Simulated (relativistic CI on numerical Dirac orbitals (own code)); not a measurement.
Ir3+: resonant inelastic scattering at the O2,3 edge

Computed with this model: Dirac-Coulomb-Breit CI, orbitals from a KLI potential per configuration, a model potential for QED, valence Slater integrals scaled by 0.7, Kramers-Heisenberg scattering through one core-hole configuration in a parametric crystal field; configurations [Xe] 4f14 5d6 → [Kr] 4d10 4f14 5s2 5p5 5d7; 10 K; core-hole width 1 eV; summed over polarisations. Incident energies are the highest absorption maxima for each field (at most a few, so the weaker spin-orbit partner edge can be absent), on the computed scale of the free ion. Intensities are in per cent of the strongest line above 0.02 eV; levels within 1 cm⁻¹ are merged; final levels count from the ground level, the first row holds all elastic scattering, lines under 0.4 are left out and each table stops after 24 rows. The scale of the Slater integrals is a model choice and moves the terms in proportion.

Field parameters in Wybourne normalisation: Oh B⁴₀ = 21Dq, B⁴₄ = √(5/14) B⁴₀. The field is a parameter set, without covalency.

S is read from ⟨S²⟩ = S(S + 1).

Oh, 10Dq = 7000 cm⁻¹:

```tsv
Final level (eV)	Degeneracy	Irrep	S	51 eV	51.8 eV	52.8 eV
0.000	1	A1	1.45	109.9	116.1	78.4
0.061	2	E	1.71	8.3	0.0	0.8
0.104	3	T2	1.85	4.1	0.2	1.0
0.112	3	T1	1.71	78.9	100.0	27.1
0.497	3	T2	1.61	0.2	3.9	1.7
0.700	3	T1	1.90	4.3	4.3	2.2
1.011	1	A1	1.30	13.4	11.2	21.2
1.039	2	E	1.47	3.4	7.5	4.9
1.236	3	T2	1.72	3.1	5.9	1.4
1.244	3	T1	1.26	6.8	17.1	21.9
1.385	2	E	1.27	8.2	8.8	10.1
1.433	1	A1	1.69	9.1	10.9	1.5
1.528	3	T1	1.67	3.8	11.9	1.7
1.704	3	T2	1.37	0.0	1.4	4.1
1.846	2	E	1.10	0.6	0.5	3.7
1.896	3	T1	1.08	0.5	5.1	2.5
1.911	3	T2	1.04	3.6	1.6	7.8
1.982	3	T2	1.00	3.7	5.1	8.4
2.035	3	T1	0.87	0.2	1.3	3.2
2.039	2	E	0.99	2.3	7.0	12.9
2.169	3	T1	1.01	2.9	6.4	3.9
2.198	3	T2	0.86	0.5	0.4	5.1
2.227	1	A1	0.73	2.1	1.3	0.7
2.282	3	T2	1.06	1.1	0.7	1.7
```

Oh, 10Dq = 15850 cm⁻¹:

```csv
Final level (eV),Degeneracy,Irrep,S,49.7 eV,52.2 eV,53.9 eV
0.000,1,A1,0.59,50.4,281.0,132.2
0.884,2,E,1.35,6.0,33.2,16.6
1.002,3,T1,1.35,26.6,100.0,45.5
1.070,3,T2,1.33,0.7,18.8,5.3
1.456,3,T2,1.81,1.1,7.8,0.1
1.649,1,A1,1.53,4.0,8.8,7.7
1.703,3,T1,1.56,1.1,19.4,30.2
1.979,2,E,1.37,1.2,6.6,25.1
2.021,3,T1,1.43,2.3,1.4,39.1
2.305,2,E,1.40,0.4,10.6,5.5
2.363,3,T2,1.43,0.8,0.7,0.8
2.470,3,T2,1.43,0.4,0.7,7.7
2.555,3,T1,0.92,0.4,12.4,24.4
2.620,3,T1,1.45,0.3,0.2,1.4
2.798,1,A1,1.25,0.3,10.3,3.7
2.933,2,E,1.16,2.5,12.3,6.5
2.947,3,T2,0.81,0.7,11.5,1.4
3.198,1,A1,1.31,0.5,2.4,3.5
3.319,3,T2,0.99,0.5,13.9,7.6
3.329,3,T1,1.34,1.8,7.7,23.3
3.429,2,E,1.11,0.4,1.6,10.6
3.488,3,T2,1.28,0.4,2.5,3.7
3.524,3,T1,1.16,0.7,8.0,11.4
3.607,3,T2,0.88,0.5,1.9,5.8
```

Oh, 10Dq = 24650 cm⁻¹:

```csv
Final level (eV),Degeneracy,Irrep,S,52.6 eV,66.1 eV,68.5 eV
0.000,1,A1,0.29,382.0,75.8,25.6
1.944,2,E,1.12,36.8,0.6,8.0
2.089,3,T2,1.08,2.3,1.0,1.7
2.110,3,T1,1.07,100.0,0.4,0.0
2.741,1,A1,1.20,2.8,90.6,5.5
2.809,3,T1,1.06,6.8,3.8,0.1
3.033,2,E,1.04,15.4,19.4,19.3
3.083,3,T2,1.44,23.3,18.4,13.4
3.321,3,T1,0.74,6.3,95.7,63.5
3.527,3,T2,1.60,11.0,5.7,8.6
3.869,3,T1,1.80,2.6,6.2,16.8
3.874,2,E,1.85,10.2,15.4,1.8
4.093,3,T2,0.59,11.1,11.1,13.4
4.181,3,T2,1.77,0.8,4.4,1.8
4.229,3,T1,1.80,0.6,6.7,0.6
4.290,1,A1,1.71,2.2,14.0,0.0
4.920,2,E,1.00,10.4,0.2,0.6
5.207,3,T2,0.99,11.2,3.3,4.6
5.256,1,A1,1.05,11.4,0.4,0.1
5.299,3,T1,1.05,51.8,1.4,2.1
5.424,2,E,1.05,4.5,1.2,5.7
5.432,3,T2,1.05,4.0,1.4,5.0
5.540,3,T1,1.08,0.2,0.8,0.3
5.589,3,T2,0.93,5.1,10.2,2.5
```

For the first field the strongest loss at the lowest incident energy is the level at 0.11 eV (S = 1.71, against 1.45 in the thermal ground state).
